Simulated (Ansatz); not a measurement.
`[F][Ga]([SH])[Cl]` and `[F][GaH][SH]` differ in one atom or group.

Ansatz, PBE0-D4/def2-TZVP geometries, multiplicity 1. Each molecule was computed in one conformer, which needn't be the lowest.

Outer-core shells of Ga are correlated without core-valence functions. Scalar relativity is left out up to krypton. Spin–orbit coupling is left out.

```
                                            property  `[F][Ga]([SH])[Cl]`
    size of the dipole moment (B3LYP/def2-TZVPP) / D                 1.61
                   HOMO energy (PBE/def2-TZVPP) / eV                -7.20
               HOMO energy (ωB97M-V/def2-TZVPP) / eV               -10.65
               LUMO energy (ωB97M-V/def2-TZVPP) / eV                 0.35
                 HOMO energy (B3LYP/def2-TZVPP) / eV                -8.20
vertical ionisation energy (CCSD(T)/def2-TZVPP) / eV                10.76
```

Q: What does the change do to each property? (Estimate.)

A: The calculation gave: 
```json
{"property": "size of the dipole moment (B3LYP/def2-TZVPP) / D", "`[F][GaH][SH]`": "1.27", "shift": "-0.34"}
{"property": "HOMO energy (PBE/def2-TZVPP) / eV", "`[F][GaH][SH]`": "-6.86", "shift": "0.34"}
{"property": "HOMO energy (ωB97M-V/def2-TZVPP) / eV", "`[F][GaH][SH]`": "-10.26", "shift": "0.39"}
{"property": "LUMO energy (ωB97M-V/def2-TZVPP) / eV", "`[F][GaH][SH]`": "0.46", "shift": "0.11"}
{"property": "HOMO energy (B3LYP/def2-TZVPP) / eV", "`[F][GaH][SH]`": "-7.83", "shift": "0.37"}
{"property": "vertical ionisation energy (CCSD(T)/def2-TZVPP) / eV", "`[F][GaH][SH]`": "10.43", "shift": "-0.33"}
```

With PBE0 the HOMO rises by 0.38 eV and the LUMO rises by 0.33 eV, so the gap narrows by about 0.05 eV. PBE moves the HOMO by 0.34 eV and ωB97M-V by 0.39 eV. Dipoles are sizes alone; their direction can turn.

B3LYP here is the variant with VWN-RPA as its local correlation; programs differ in this.
